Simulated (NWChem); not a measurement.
Species: TiN₂H₃F; SMILES [NH]=[Ti]([NH2])[F]

```xyz
7

Ti    -0.0612    -0.1462     0.3039
N     -1.4509     0.7191     0.5957
H     -2.4418     0.9312     0.7058
F     -0.0641    -1.8903    -0.1136
N      1.4659     0.9498     0.4239
H      2.4225     0.6310     0.2737
H      1.4807     1.9435     0.6378
```
Atoms are numbered in this order, from 1.

Program: NWChem. Coordinates come from a PBE0/def2-SVP optimisation. GIAO values for the isolated, static molecule; σ is the absolute isotropic shielding, δ = σ(reference) − σ with the isolated reference molecule computed at the same levels (19F: trichlorofluoromethane, 1H: tetramethylsilane, 15N: ammonia).

```json
[
 {"level": "PBE/pcSseg-1", "σ Ti1 (ppm)": "-646.4", "δ N2 (ppm)": "433.8", "δ H3 (ppm)": "6.63", "δ F4 (ppm)": "241.6", "δ N5 (ppm)": "227.5", "δ H6 (ppm)": "7.58", "δ H7 (ppm)": "9.18"},
 {"level": "PBE0/pcSseg-1", "σ Ti1 (ppm)": "-545.8", "δ N2 (ppm)": "483.0", "δ H3 (ppm)": "6.71", "δ F4 (ppm)": "210.5", "δ N5 (ppm)": "222.2", "δ H6 (ppm)": "7.18", "δ H7 (ppm)": "9.25"},
 {"level": "LDA (Slater exchange, VWN5)/pcSseg-1", "σ Ti1 (ppm)": "?", "δ N2 (ppm)": "?", "δ H3 (ppm)": "6.59", "δ F4 (ppm)": "?", "δ N5 (ppm)": "?", "δ H6 (ppm)": "?", "δ H7 (ppm)": "?"},
 {"level": "KT2/pcSseg-1", "σ Ti1 (ppm)": "-643.9", "δ N2 (ppm)": "422.0", "δ H3 (ppm)": "6.89", "δ F4 (ppm)": "227.5", "δ N5 (ppm)": "222.1", "δ H6 (ppm)": "7.68", "δ H7 (ppm)": "9.30"}
]
```

### Question
Complete the blanks.

### Answer

- LDA (Slater exchange, VWN5)/pcSseg-1, σ Ti1 (ppm): -690.8
- LDA (Slater exchange, VWN5)/pcSseg-1, δ N2 (ppm): 459.8
- LDA (Slater exchange, VWN5)/pcSseg-1, δ F4 (ppm): 247.2
- LDA (Slater exchange, VWN5)/pcSseg-1, δ N5 (ppm): 242.1
- LDA (Slater exchange, VWN5)/pcSseg-1, δ H6 (ppm): 7.88
- LDA (Slater exchange, VWN5)/pcSseg-1, δ H7 (ppm): 9.50
